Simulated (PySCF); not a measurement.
Dipole moment and polarisability of GeH2(SiMe3)2

GeH2(SiMe3)2, C₆H₂₀GeSi₂.
Cartesian coordinates in Å at the PBE0-D3(BJ)/def2-SVP level; atoms count from 1:
```xyz
29
C6H20GeSi2 angstrom
Ge     1.3177   -0.0039    0.6656
H      1.5714   -0.0595    2.1942
H      2.7200    0.0508    0.0074
Si     0.1056    1.9790    0.1180
C      0.8350    3.4791    0.9977
C      0.1912    2.2434   -1.7488
C     -1.6977    1.7627    0.6354
H      0.2702    4.3892    0.7355
H      1.8866    3.6362    0.7120
H      0.7962    3.3564    2.0911
H      1.2322    2.3821   -2.0803
H     -0.2254    1.3840   -2.2968
H     -0.3791    3.1414   -2.0382
H     -2.1657    0.9192    0.1040
H     -1.7847    1.5729    1.7167
H     -2.2780    2.6707    0.4029
Si     0.1505   -1.9827    0.0112
C     -0.5089   -1.7723   -1.7456
C      1.2926   -3.4817    0.0785
C     -1.2955   -2.2382    1.1970
H     -1.0162   -2.6928   -2.0783
H      0.3027   -1.5556   -2.4576
H     -1.2369   -0.9475   -1.8010
H      2.1487   -3.3571   -0.6026
H      1.6887   -3.6336    1.0945
H      0.7506   -4.3953   -0.2175
H     -0.9366   -2.3820    2.2281
H     -1.9795   -1.3755    1.1954
H     -1.8752   -3.1317    0.9117
```

Level: CAM-B3LYP/def2-SVPD (PySCF), static field, nuclei fixed, core orbitals frozen in the response. The polarisability tensor in these axes (au):

```
x   152.79  -0.57   2.24
y    -0.57 189.75   1.27
z     2.24   1.27 149.52
```

Task: What are the eigenvalues, a third of the trace, and Δα (Δα² = ½Σ(αi − αj)² over the three pairs)?

Result: Principal values 148.33, 153.92 and 189.80 au; mean 164.02 au = 24.31 Å³ = 27.04 × 10⁻⁴⁰ C²·m²/J; Δα = 38.97 au (24 % of the mean).

Task: What is the dipole moment, and where does it point?

Result: (-0.93, -0.01, -0.49) D, 1.06 D in size, pointing from the negative to the positive side. Measured along this direction, the outermost atoms are H3 and H2 at the negative end and H23, H21 and H14 at the positive end.

Task: Rayleigh depolarisation ratio (linearly polarised light, static tensor)?

Result: ρ = 3Δα²/(45ᾱ² + 4Δα²) = 4556.4/(1210587 + 6075.2) = 0.00375.

Task: How large is μ²/3kT at 298 K beside α?

Result: In Gaussian units μ²/3kT = 9.03 Å³ against 24.31 Å³, a ratio of 0.37; the Debye molar polarisation (4π/3)N_A(α + μ²/3kT) is 84.1 cm³/mol, leaving out the vibrational part.

Task: Estimate the molar refractivity from the static electronic polarisability.

Result: Lorentz–Lorenz: R = (4π/3)N_A α = 2.5225 cm³/(mol·Å³) × 24.31 Å³ = 61.3 cm³/mol, in the limit of long wavelengths.

Task: Find the Langevin capture rate constant for H3O+ (19.018 u) meeting this molecule (222.032 u), k = 2.342 × 10⁻⁹ cm³/s × √(α in Å³ / reduced mass in u).

Result: The reduced mass is 17.52 u, so k = 2.76 × 10⁻⁹ cm³/s. The formula leaves out the permanent dipole, which adds to the capture rate.

Task: Form Σ f/ω² (atomic units) for the 15 lowest TDDFT singlets, given as eV and f, and set it beside the mean polarisability, which is this sum over all singlets: 6.49, 0.0043; 6.54, 0.0007; 6.93, 0.4147; 6.98, 0.0126; 7.35, 0.1605; 7.39, 0.0219; 7.63, 0.0907; 7.64, 0.0171; 7.76, 0.1274; 7.79, 0.0068; 7.80, 0.1314; 7.86, 0.0005; 7.98, 0.5083; 8.13, 0.0901; 8.13, 0.0156.

Result: They add up to 20.89 au, 12.7 % of the 164.02 au; the largest single term is 6.39 au, from the state at 6.93 eV. Terms in order: 0.08, 0.01, 6.39, 0.19, 2.20, 0.30, 1.15, 0.22, 1.57, 0.08, 1.60, 0.01, 5.91, 1.01, 0.17 au. Higher excitations give the rest. The strengths listed sum to 1.603.

Geometry: PBE0-D3(BJ)/def2-SVP; no solvent, vibrations or thermal averaging. The calculation is non-relativistic, for germanium too.
